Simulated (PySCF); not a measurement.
H4HfO3, SMILES [OH][HfH]([OH])[OH], multiplicity 1.

Geometry: B3LYP-D3(BJ)/def2-SVP. The multiplicity is an assumed one; no other spin state was optimised. The structure was generated by enumeration; whether it is a known compound was not checked. The def2 effective core potentials stand for the cores of Hf; spin–orbit coupling is left out. One conformer was computed; it need not be the lowest.

Computed with M06-2X/def2-TZVPD in PySCF.

Symmetry labels are those of the subgroup Cs that the program uses (full group C3v).

Computed valence orbital energies around the gap with their symmetry:
| orbital | symmetry | energy (eV) |
|---|---|---|
| HOMO−7 | A" | -15.54 |
| HOMO−6 | A' | -11.63 |
| HOMO−5 | A" | -11.63 |
| HOMO−4 | A' | -11.17 |
| HOMO−3 | A" | -11.15 |
| HOMO−2 | A' | -11.15 |
| HOMO−1 | A" | -10.73 |
| HOMO | A' | -9.09 |
| LUMO | A' | -0.18 |
| LUMO+1 | A" | 0.30 |
| LUMO+2 | A' | 0.30 |
| LUMO+3 | A' | 0.61 |
